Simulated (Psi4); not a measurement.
C4H9O2, doublet, at a GFN2-xTB geometry; B3LYP/aug-pcseg-1 (Psi4 1.11).

Psi4 was given this input:
```
memory 2 GB

molecule {
0 2
C     2.53902793   -0.49047836   -0.22754881
O     1.32893261    0.07963565    0.19137482
C     0.21049801   -0.38095481   -0.53931007
C    -1.01321548    0.29660661   -0.01166368
C    -2.35029139   -0.00113138   -0.58464030
O    -0.98343622    0.73017640    1.29072745
H     3.31802086   -0.06850358    0.40443870
H     2.74894643   -0.25040278   -1.27681134
H     2.52436432   -1.58174326   -0.11233550
H     0.14214938   -1.48858731   -0.44449065
H     0.33134794   -0.16324556   -1.61430022
H    -2.65772288   -1.03900354   -0.40227257
H    -3.08640883    0.65241195   -0.12513176
H    -2.34724513    0.15742321   -1.66203616
H    -0.05353769    0.75890219    1.55509863
}

set {
  basis aug-pcseg-1
  reference uks
}

energy('b3lyp')
print_variables()
```

It wrote (shortened):

```
   => Loading Basis Set <=

    Name: AUG-PCSEG-1
    Role: ORBITAL
    Keyword: BASIS

         ---------------------------------------------------------
                                   SCF
               by Justin Turney, Rob Parrish, Andy Simmonett
                          and Daniel G. A. Smith
                              UKS Reference
         ---------------------------------------------------------

  ==> Geometry <==

    Molecular point group: c1
    Full point group: C1

    Geometry (in Angstrom), charge = 0, multiplicity = 2:

       Center              X                  Y                   Z               Mass
    ------------   -----------------  -----------------  -----------------  -----------------
         C            2.549295957479    -0.524107025757    -0.268437137482    12.000000000000
         O            1.339200637479     0.046006984243     0.150486492518    15.994914619570
         C            0.220766037479    -0.414583475757    -0.580198397482    12.000000000000
         C           -1.002947452521     0.262977944243    -0.052552007482    12.000000000000
         C           -2.340023362521    -0.034760045757    -0.625528627482    12.000000000000
         O           -0.973168192521     0.696547734243     1.249839122518    15.994914619570
         H            3.328288887479    -0.102132245757     0.363550372518     1.007825032230
         H            2.759214457479    -0.284031445757    -1.317699667482     1.007825032230
         H            2.534632347479    -1.615371925757    -0.153223827482     1.007825032230
         H            0.152417407479    -1.522215975757    -0.485378977482     1.007825032230
         H            0.341615967479    -0.196874225757    -1.655188547482     1.007825032230
         H           -2.647454852521    -1.072632205757    -0.443160897482     1.007825032230
         H           -3.076140802521     0.618783284243    -0.166020087482     1.007825032230
         H           -2.336977102521     0.123794544243    -1.702924487482     1.007825032230
         H           -0.043269662521     0.725273524243     1.514210302518     1.007825032230

  Running in c1 symmetry.

  Rotational constants: A =      0.27575  B =      0.06519  C =      0.05459 [cm^-1]
  Rotational constants: A =   8266.64405  B =   1954.35362  C =   1636.47063 [MHz]
  Nuclear repulsion =  250.380271610223588

  Charge       = 0
  Multiplicity = 2
  Electrons    = 49
  Nalpha       = 25
  Nbeta        = 24

  ==> Algorithm <==

  SCF Algorithm Type is DF.
  DIIS enabled.
  MOM disabled.
  Fractional occupation disabled.
  Guess Type is SAD.
  Energy threshold   = 1.00e-06
  Density threshold  = 1.00e-06
  Integral threshold = 1.00e-12

  ==> Primary Basis <==

  Basis Set: AUG-PCSEG-1
    Blend: AUG-PCSEG-1
    Number of shells: 99
    Number of basis functions: 219
    Number of Cartesian functions: 231
    Spherical Harmonics?: true
    Max angular momentum: 2

  ==> DFT Potential <==

   => LibXC <=

    Version 7.1.2
    S. Lehtola, C. Steigemann, M. J. T. Oliveira, and M. A. L. Marques,  SoftwareX 7, 1–5 (2018) (10.1016/j.softx.2017.11.002)

   => Composite Functional: B3LYP <=

    B3LYP Hyb-GGA Exchange-Correlation Functional

    P. J. Stephens, F. J. Devlin, C. F. Chabalowski, and M. J. Frisch,  J. Phys. Chem. 98, 11623 (1994) (10.1021/j100096a001)

    Deriv               =              1
    GGA                 =           TRUE
    Meta                =          FALSE

    Exchange Hybrid     =           TRUE
    MP2 Hybrid          =          FALSE

   => Exchange Functionals <=

    0.0800   Slater exchange
    0.7200         Becke 88

   => Exact (HF) Exchange <=

    0.2000               HF

   => Correlation Functionals <=

    0.1900   Vosko, Wilk & Nusair (VWN5_RPA)
    0.8100   Lee, Yang & Parr

   => LibXC Density Thresholds  <==

    XC_HYB_GGA_XC_B3LYP:  1.00E-15

   => Molecular Quadrature <=

    Radial Scheme          =       TREUTLER
[...]

  ==> Pre-Iterations <==

  SCF Guess: Superposition of Atomic Densities via on-the-fly atomic UHF (no occupation information).

   -------------------------
    Irrep   Nso     Nmo
   -------------------------
     A        219     219
   -------------------------
    Total     219     219
   -------------------------

  ==> Iterations <==

                           Total Energy        Delta E     RMS |[F,P]|

   @DF-UKS iter SAD:  -307.42285184754019   -3.07423e+02   0.00000e+00
   @DF-UKS iter   1:  -307.60303007594825   -1.80178e-01   4.86030e-03 DIIS/ADIIS
   @DF-UKS iter   2:  -306.85425983200429    7.48770e-01   6.84593e-03 DIIS/ADIIS
   @DF-UKS iter   3:  -308.13575793894125   -1.28150e+00   1.44957e-03 DIIS/ADIIS
   @DF-UKS iter   4:  -308.18401732596379   -4.82594e-02   2.94765e-04 DIIS/ADIIS
   @DF-UKS iter   5:  -308.18641918771448   -2.40186e-03   1.20904e-04 DIIS/ADIIS
   @DF-UKS iter   6:  -308.18661947116226   -2.00283e-04   6.34443e-05 DIIS
   @DF-UKS iter   7:  -308.18670532507332   -8.58539e-05   1.02777e-05 DIIS
   @DF-UKS iter   8:  -308.18670807787936   -2.75281e-06   4.88373e-06 DIIS
   @DF-UKS iter   9:  -308.18670852056022   -4.42681e-07   2.90665e-06 DIIS
   @DF-UKS iter  10:  -308.18670870101761   -1.80457e-07   6.89283e-07 DIIS
  Energy and wave function converged.

  ==> Post-Iterations <==

   Electrons on quadrature grid:
      Nalpha   =   25.0000032503 ; deviation = 3.250e-06
      Nbeta    =   24.0000086276 ; deviation = 8.628e-06
      Ntotal   =   49.0000118780 ; deviation = 1.188e-05

   @Spin Contamination Metric:   3.710955229E-03
   @S^2 Expected:                7.500000000E-01
   @S^2 Observed:                7.537109552E-01
   @S   Expected:                5.000000000E-01
   @S   Observed:                5.000000000E-01

    Orbital Energies [Eh]
    ---------------------

    Alpha Occupied:

[...]
      25A     -0.154179

    Alpha Virtual:

[...]
    Beta Occupied:

[...]
    Beta Virtual:

[...]
    Final Occupation by Irrep:
              A
    DOCC [    24 ]
    SOCC [     1 ]
    NA   [    25 ]
    NB   [    24 ]

  @DF-UKS Final Energy:  -308.18670870101761

   => Energetics <=

    Nuclear Repulsion Energy =            250.3802716102235877
    One-Electron Energy =                -914.5041555333086762
    Two-Electron Energy =                 390.1236708456398787
    DFT Exchange-Correlation Energy =     -34.1864956235724762
    Empirical Dispersion Energy =           0.0000000000000000
    VV10 Nonlocal Energy =                  0.0000000000000000
    Total Energy =                       -308.1867087010176078

  UHF NO Occupations:
  HONO-2 :   23  A 1.9995202
  HONO-1 :   24  A 1.9991009
  HONO-0 :   25  A 1.0000000
  LUNO+0 :   26  A 0.0008991
  LUNO+1 :   27  A 0.0004798
  LUNO+2 :   28  A 0.0001480
  LUNO+3 :   29  A 0.0001377

Computation Completed

Properties will be evaluated at   0.000000,   0.000000,   0.000000 [a0]

Properties computed using the SCF density matrix

 Multipole Moments:

 ------------------------------------------------------------------------------------
     Multipole            Electronic (a.u.)      Nuclear  (a.u.)        Total (a.u.)
 ------------------------------------------------------------------------------------

 L = 1.  Multiply by 2.5417464519 to convert [e a0] to [Debye]
 Dipole X            :         -0.3389300            0.9507841            0.6118541
 Dipole Y            :          2.6107772           -3.1138993           -0.5031221
 Dipole Z            :          3.2640072           -3.7861190           -0.5221118
 Magnitude           :                                                    0.9487350

 ------------------------------------------------------------------------------------

  Variable Map:
  ----------------------------------------------------------------------------
[...]
  Array Variable Map:
  ----------------------------------------------------------------------------
[...]
[...]
```
